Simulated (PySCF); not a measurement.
Two-dimensional NMR puzzle

Compound of formula C₈H₉NSi. Correlations simulated from computed shifts and the bond graph:

HSQC (one-bond C–H):
```
  δH     δC
6.86  145.0
6.74  143.4
6.56  128.0
2.34    6.5
```

COSY cross peaks (H two or three bonds apart, from the bond graph; peaks can be absent where the dihedral angle is near 90°):
```
  δH    δH
6.86  4.26
6.74  6.56
```

HMBC (two and three bonds, from the bond graph):
```
  δH                                δC
6.86               143.4, 137.7, 121.8
6.74  145.0, 137.7, 128.0, 121.8, 85.7
6.56         143.4, 137.7, 111.0, 85.7
4.26                      145.0, 137.7
2.34                       111.0, 85.7
```

Carbons without hydrogens: δ 137.7, 121.8, 111.0, 85.7.

Method: GIAO PBE0/pcSseg-1 shieldings, geometry from GFN2-xTB, in PySCF 2.14 (one conformer, non-relativistic Hamiltonian, gas phase, rapidly exchanging positions averaged).

References, each an isolated molecule treated in the same way: TMS for 1H (σref 31.72), 13C (σref 186.93).

Exchangeable hydrogens are left out of these lists.

Problem. Work out the connectivity.

Solution. SMILES C(=C\C#CC)/C(C#N)=C\[SiH3].

Atom-mapped SMILES (the numbers label the heavy atoms): `[CH3:1][C:2]#[C:3]/[CH:4]=[CH:5]/[C:6]([C:7]#[N:8])=[CH:9]\[SiH3:10]`. Hydrogens are named by the atom that carries them.

1. δC 145.0 is C9, an alkene CH (δH 6.86).
2. δC 143.4 is C5, an alkene CH (δH 6.74).
3. δC 137.7 is C6, a fully substituted alkene carbon.
4. δC 128.0 is C4, an alkene CH (δH 6.56).
5. δC 121.8 is C7, a nitrile carbon.
6. δC 111.0 is C2, an alkyne carbon.
7. δC 85.7 is C3, an alkyne carbon.
8. δC 6.5 is C1, a propargylic methyl carbon (δH 2.34).
9. HMBC from δH 6.86 reaches the proton-free carbons C6, C7.
10. HMBC from δH 6.74 reaches the proton-free carbons C6, C7, C3.
11. HMBC from δH 6.56 reaches the proton-free carbons C6, C2, C3.
12. HMBC from δH 4.26 reaches the proton-free carbon C6.
13. COSY links 6.86–4.26, 6.74–6.56.

This is the structure that produced the data.

Shifts are as computed. Against solution values, carbons near 30 ppm lie about +3 ppm off and those near 130 ppm about +5 ppm. Of 1211 compounds with measured shifts, 218 miss one by over three times the rms of a fit or turn the order of signals round; such compounds aren't used in these exercises.
